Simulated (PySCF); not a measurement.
F₃In (SMILES [F][In]([F])[F]), singlet, at a GFN2-xTB geometry (such geometries of metal compounds can be far from the true shape) (all electrons, no relativity); B3LYP/3-21G (PySCF).

The PySCF input:
```python
from pyscf import gto, scf, dft

mol = gto.M(
    atom='''
In    0.00000000    0.00000000    0.00000000
F    -1.67769182   -1.02031088    0.03026648
F     0.01519865    1.84496979   -0.67264826
F     1.66249317   -0.82465891    0.64238177
''',
    basis='3-21g',
    verbose=5,
)

mf = dft.RKS(mol)
mf.xc = 'b3lyp'
mf.kernel()
mf.analyze()
```

Output, abridged:

```
PySCF version 2.14.0

[INPUT] verbose = 5
[INPUT] max_memory = 4000
[INPUT] num. atoms = 4
[INPUT] num. electrons = 76
[INPUT] charge = 0
[INPUT] spin (= nelec alpha-beta = 2S) = 0
[INPUT] symmetry False subgroup None
[INPUT] Mole.unit = angstrom
[INPUT] Symbol           X                Y                Z      unit          X                Y                Z       unit  Magmom
[...]
[INPUT] ---------------- BASIS SET ----------------
[INPUT] l, kappa, [nprim/nctr], expnt,             c_1 c_2 ...
[INPUT] In
[...]
                                1848.9136         0.367675
                                406.36833         0.690136
[...]
                                119.7744          0.083444
                                38.66927          0.969688
[...]
                                22.49642          0.059773
                                6.697117          1.082148
[...]
                                2.502158          0.463364
                                0.942025          0.821968
[...]
                                0.16597           1.189893
[...]
                                119.7744          0.609651
                                38.66927          0.397025
[...]
                                22.49642          0.529087
                                6.697117          0.662068
[...]
                                2.502158          0.503676
                                0.942025          0.558181
[...]
                                0.16597           0.990331
[...]
                                28.394632         0.488498
                                8.924805          0.585019
[...]
                                1.537148          0.569311
                                0.499492          0.384064
[INPUT] F
[...]
                                62.2446           0.349308
                                13.434            0.709632
[...]
                                2.08617           1.22314
[...]
                                2.08617           0.852321
[...]
nuclear repulsion = 394.303873076735
number of shells = 28
number of NR pGTOs = 126
number of NR cGTOs = 58
basis = 3-21g
ecp = {}

******** <class 'pyscf.dft.rks.RKS'> ********
method = RKS
initial guess = minao
damping factor = 0
level_shift factor = 0
DIIS = <class 'pyscf.scf.diis.CDIIS'>
diis_start_cycle = 1
diis_space = 8
diis_damp = 0
SCF conv_tol = 1e-09
SCF conv_tol_grad = None
SCF max_cycles = 50
direct_scf = True
direct_scf_tol = 1e-13
[...]
converged SCF energy = -6015.20001148993
Total Energy =                       -6015.200011489926510
[...]
0 In 3px        -0.00000  -0.00052  -0.00013
0 In 3py        -0.00000  -0.00016   0.00049
0 In 3pz         0.00000  -0.00005  -0.00020
0 In 4px        -0.00000  -0.00051  -0.00013
0 In 4py        -0.00000  -0.00015   0.00048
0 In 4pz         0.00000  -0.00005  -0.00020
0 In 5px         0.00001   0.06096   0.01519
0 In 5py         0.00001   0.01855  -0.05729
0 In 5pz        -0.00000   0.00568   0.02409
0 In 6px         0.00000   0.01784   0.00444
0 In 6py         0.00000   0.00543  -0.01676
0 In 6pz        -0.00000   0.00166   0.00705
0 In 3dxy       -0.00033  -0.00341  -0.00069
0 In 3dyz        0.00163  -0.00086   0.00107
0 In 3dz^2       0.00234   0.00046  -0.00017
0 In 3dxz       -0.00091   0.00105   0.00097
0 In 3dx2-y2    -0.00021  -0.00069   0.00340
0 In 4dxy        0.00000  -0.00023  -0.00005
0 In 4dyz       -0.00002  -0.00006   0.00007
0 In 4dz^2      -0.00003   0.00003  -0.00001
0 In 4dxz        0.00001   0.00007   0.00007
0 In 4dx2-y2     0.00000  -0.00005   0.00023
1 F 1s          -0.00498  -0.00693   0.00193
1 F 2s           0.02369   0.03857  -0.01074
1 F 3s          -0.57519  -0.77818   0.21660
1 F 2px          0.00366   0.00591  -0.00150
1 F 2py          0.00222   0.00351  -0.00121
1 F 2pz         -0.00007  -0.00008   0.00014
1 F 3px         -0.03309  -0.04129   0.04860
1 F 3py         -0.02011  -0.04648  -0.04720
1 F 3pz          0.00059   0.00857   0.02724
2 F 1s          -0.00498   0.00179  -0.00697
2 F 2s           0.02367  -0.00999   0.03878
2 F 3s          -0.57479   0.20160  -0.78249
2 F 2px         -0.00003   0.00029   0.00002
2 F 2py         -0.00402   0.00169  -0.00650
2 F 2pz          0.00146  -0.00056   0.00238
2 F 3px          0.00031   0.07008   0.01854
2 F 3py          0.03636  -0.01038   0.05732
2 F 3pz         -0.01325   0.01815  -0.01720
3 F 1s          -0.00498   0.00514   0.00504
3 F 2s           0.02368  -0.02860  -0.02803
3 F 3s          -0.57497   0.57695   0.56556
3 F 2px         -0.00362   0.00442   0.00413
3 F 2py          0.00180  -0.00197  -0.00227
3 F 2pz         -0.00140   0.00163   0.00168
3 F 3px          0.03278  -0.01165  -0.06287
3 F 3py         -0.01624   0.06208  -0.02622
3 F 3pz          0.01266  -0.02513  -0.00327
 ** Mulliken pop on meta-lowdin orthogonal AOs  **
 ** Mulliken pop  **
 ** Mulliken atomic charges  **
charge of    0In =      1.13151
charge of    1F =     -0.37717
charge of    2F =     -0.37717
charge of    3F =     -0.37717
Dipole moment(X, Y, Z, Debye): -0.00004,  0.00009,  0.00003
```
